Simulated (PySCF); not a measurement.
**SMILES O=C[C@H]1C[SiH2][Si@@H]1[SiH3], C$_{3}$H$_{10}$OSi$_{3}$**

Geometry:
```
atom   x (Å)   y (Å)   z (Å)
  O1  -2.246   1.405  -0.217
  C2  -1.530   1.287   0.765
  C3  -0.640   0.166   0.941
  C4  -1.204  -1.079   0.255
 Si5  -1.022  -0.558  -1.582
 Si6   0.660   0.694  -0.491
 Si7   2.733  -0.139   0.154
  H8  -1.478   2.097   1.514
  H9  -0.275   0.043   1.958
 H10  -0.588  -1.949   0.484
 H11  -2.216  -1.296   0.595
 H12  -2.204  -0.124  -2.310
 H13  -0.428  -1.665  -2.371
 H14   0.728   2.171  -0.540
 H15   2.853  -1.558  -0.187
 H16   3.803   0.556  -0.562
 H17   3.048  -0.038   1.584
```

Level of theory: PySCF, TDDFT wB97X-D/def2-SVPD circular dichroism and optical rotation, one conformer, gas phase. Geometry: GFN2-xTB.

The molecule is flexible and this is one conformer; a measurement averages over conformers.

Stereocentres: C3 S, Si6 S.

Problem. Give the optical rotatory dispersion at 633, 589.3, 546, 436, 405, 365, 355 nm.

Solution. [α] in deg dm⁻¹ (g/mL)⁻¹:
| λ (nm) | origin-invariant length gauge | modified velocity gauge | length gauge (centre of mass) | isotropic polarisability (au) |
| --- | --- | --- | --- | --- |
| 633 | +149.2 | +162.8 | +150.3 | 127.2 |
| 589.3 | +180.1 | +195.9 | +181.4 | 128.0 |
| 546 | +222.2 | +241.0 | +223.7 | 128.9 |
| 436 | +453.4 | +484.8 | +456.1 | 132.9 |
| 405 | +602.9 | +640.0 | +606.1 | 134.9 |
| 365 | +980.1 | +1025.8 | +984.4 | 138.3 |
| 355 | +1145.3 | +1192.9 | +1150.0 | 139.5 |

Problem. And for the mirror image at 589.3 nm?

Solution. -180.1 deg dm⁻¹ (g/mL)⁻¹ (origin-invariant length gauge): the same size and the opposite sign.

Problem. What is the molar rotation [Φ] = [α]·M/100 of the geometry above at 589.3 nm?

Solution. With M = 146.37 g/mol, +263.6 deg cm² dmol⁻¹ (origin-invariant length gauge).

The first excitation lies at 4.45 eV (279 nm) with R = +18.1 × 10⁻⁴⁰ esu² cm² (velocity form).
